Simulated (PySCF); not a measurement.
Correlation energy of S (sulfur, neutral)

[Ne] 3s2 3p4, high-spin 3P determinant. Calculation: PySCF 2.14, in ANO-RCC-VTZP (5s4p2d1f, 34 functions); the spin-free X2C one-electron Hamiltonian (Gaussian nucleus). Frozen: 1s2; 14 electrons correlated.

```tsv
level	correlation energy (mhartree)
CCSD	-157.23
(T)	-5.29
CCSD(T)	-162.52
```

Diagnostics: T1 = 0.0067, D1 = 0.0320, largest double amplitude 0.055.

Cost of the coupled-cluster step: roughly 0.8 core-seconds, for 14 correlated electrons.
